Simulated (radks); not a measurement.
Q: Species: Si2+. Configuration: [Ne] 3s2 (the NIST ground configuration). Method: non-relativistic Kohn-Sham, LDA (Slater exchange, Perdew-Wang correlation), spin-unpolarised, spherical densities, point nucleus; hard spherical wall at 3.5 bohr; computed with a radial shooting solver on a logarithmic mesh with Libxc functionals. Some entries of the table are withheld. Estimate them.

| orbital | occ. | eigenvalue (eV) | r(max) (bohr) |
|---|---|---|---|
| 1s | 2 | -1792.820 | (1) |
| 2s | 2 | -156.8917 | 0.4574 |
| 2p | 6 | -114.4750 | 0.3874 |
| 3s | 2 | (2) | 1.648 |
| 3p | 0 | (3) | 1.771 |
| 3d | 0 | -3.3413 | (4) |
| 4s | 0 | 22.5977 | 2.643 |

A: 
(1) 1s r(max) (bohr): 0.07321
(2) 3s eigenvalue (eV): -25.5171
(3) 3p eigenvalue (eV): -16.2212
(4) 3d r(max) (bohr): 1.862
